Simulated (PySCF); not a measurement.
## Vibration and rotation of CsO

UHF-CCSD(T) constants of CsO, ²Σ⁺ (doublet), unpaired electrons σ ↑ (PySCF, scalar-relativistic core potentials, basis sets Cs def2-SVPD with ECP46, O def2-SVPD; masses 132.9054 and 15.9949 u):

```
ωe              : 333.1 cm⁻¹
ωexe            : 1.74 cm⁻¹
Be              : 0.18962 cm⁻¹
αe              : 0.00136 cm⁻¹
D (centrifugal) : 2.46e-07 cm⁻¹
De to Cs + O    : 2.67 eV
```

(1) Give the vibrational terms G(v) and spacings up to v = 6.

(2) How well does the Morse estimate ωe²/(4ωexe) reproduce De, and what is D0?

Correlated steps freeze 1 core orbital. Correlated levels converge slowly with the basis: in double zeta they bind strong bonds too weakly, by up to about 1 eV, and carry superposition errors of some tenths. Spin–orbit coupling is left out, which matters for elements this heavy, above all for dissociation energies. The state is the lowest determinant that a PBE0 search found; another state may lie lower at other levels.

Answers

(1) G(v) = ωe(v+½) − ωexe(v+½)².

```json
{"v": "0", "G(v) (cm⁻¹)": "166.1", "G(v) − G(v−1)": "", "Bv (cm⁻¹)": "0.1889"}
{"v": "1", "G(v) (cm⁻¹)": "495.7", "G(v) − G(v−1)": "329.6", "Bv (cm⁻¹)": "0.1876"}
{"v": "2", "G(v) (cm⁻¹)": "821.9", "G(v) − G(v−1)": "326.1", "Bv (cm⁻¹)": "0.1862"}
{"v": "3", "G(v) (cm⁻¹)": "1144.5", "G(v) − G(v−1)": "322.7", "Bv (cm⁻¹)": "0.1849"}
{"v": "4", "G(v) (cm⁻¹)": "1463.7", "G(v) − G(v−1)": "319.2", "Bv (cm⁻¹)": "0.1835"}
{"v": "5", "G(v) (cm⁻¹)": "1779.4", "G(v) − G(v−1)": "315.7", "Bv (cm⁻¹)": "0.1821"}
{"v": "6", "G(v) (cm⁻¹)": "2091.6", "G(v) − G(v−1)": "312.2", "Bv (cm⁻¹)": "0.1808"}
```

(2) It gives 1.98 eV, 74 % of the computed De. D0 = De − G(0) = 2.67 − 0.02 = 2.65 eV.
